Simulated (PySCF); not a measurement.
# Chromium: a sound run and one with changed settings

Sound run: Cr⁺ [Ar] 3d5, Cr²⁺ [Ar] 3d4. Computed with PySCF 2.14 in cc-pVTZ-DK, with the spin-free X2C one-electron Hamiltonian (Gaussian nucleus). In the sound run the correlated levels freeze [Ar]. The sound run starts from symmetry-adapted Hartree-Fock orbitals and uses a fine grid where one is needed.

Changed run: all electrons correlated in a basis built for the valence shell.

```json
{"species": "Cr⁺", "method": "MP2", "sound run (hartree)": "-1049.51015", "changed run (hartree)": "-1049.87166", "converged": "yes"}
{"species": "Cr²⁺", "method": "MP2", "sound run (hartree)": "-1048.92285", "changed run (hartree)": "-1049.25780", "converged": "yes"}
```

Ionisation energy of Cr⁺:

| method | sound run (eV) | changed run (eV) |
| --- | --- | --- |
| UHF | 15.007 | 15.007 |
| MP2 | 15.981 | 16.704 |
| SCS-MP2 | 15.332 | 16.023 |

A valence basis has no tight correlating functions, so it recovers only part of the core correlation, and not evenly between atom and ion.

For comparison, NIST gives 16.486 eV between the lowest levels.
